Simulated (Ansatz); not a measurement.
Mo(OH)4 (MoO4H4). Charge 0, multiplicity 3. Geometry r2SCAN-D4/def2-SVP, basis def2-TZVP, Ansatz.

```json
{"run": "A", "HOMO (eV)": "-5.56", "LUMO (eV)": "-2.02"}
{"run": "B", "HOMO (eV)": "-4.09", "LUMO (eV)": "-2.65"}
{"run": "C", "HOMO (eV)": "-4.55", "LUMO (eV)": "-2.24"}
{"run": "D", "HOMO (eV)": "-5.88", "LUMO (eV)": "-1.58"}
{"run": "E", "HOMO (eV)": "-4.11", "LUMO (eV)": "-3.09"}
```

In the def2 sets Mo takes a core potential; there is no spin–orbit coupling. B3LYP takes the VWN-RPA correlation.

HOMO and LUMO are taken over both spins.

Problem. The runs used B3LYP, LDA (SPW92), PBE, PBE0, r2SCAN. Estimate which is which.

Solution. A B3LYP (20 % exact exchange); B PBE (0 % exact exchange); C r2SCAN (0 % exact exchange); D PBE0 (25 % exact exchange); E LDA (SPW92) (0 % exact exchange). Exact exchange lowers occupied and raises empty levels; among semilocal functionals meta-GGAs tend to open the gap a little, and such runs are hard to tell apart. The gap grows from 1.01 eV (LDA (SPW92)) to 4.30 eV (PBE0).
